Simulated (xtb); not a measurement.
Bi(F)(TeH)2 (BiFH₂Te₂), SMILES [F][Bi]([TeH])[TeH]. All values are semi-empirical tight-binding results from xtb (GFN2-xTB unless named), good for trends rather than for accurate numbers. The structure is a stationary point at GFN2-xTB. The structure was generated by enumeration; whether it is a known compound was not checked.

Optimised geometry:

```xyz
6

Bi    -0.4225    -0.6934     0.6194
F     -0.8667    -1.7951    -1.1353
Te    -1.3930     1.6360    -0.5372
H     -0.0482     1.8792    -1.4539
Te     2.1649    -0.2282    -0.2419
H      2.7842    -1.3778     0.7753
```
Charge 0, spin multiplicity 1.

For metal compounds this method's bond lengths and energies can be far off.

Computed properties:
The orbital gap is 4.33 eV. The zero-point energy is 8.9 kcal/mol and the G − E(el) at 298.15 K (modified RRHO) comes out as -15.1 kcal/mol.

Computed atomic charges and the Wiberg bond orders between heavy atoms:
charges (e) Bi1 0.60, F2 -0.50, Te3 -0.06, H4 0.01, Te5 -0.05, H6 -0.01. Bond orders Bi1–F2 0.72, Bi1–Te3 0.88, Bi1–Te5 0.90.
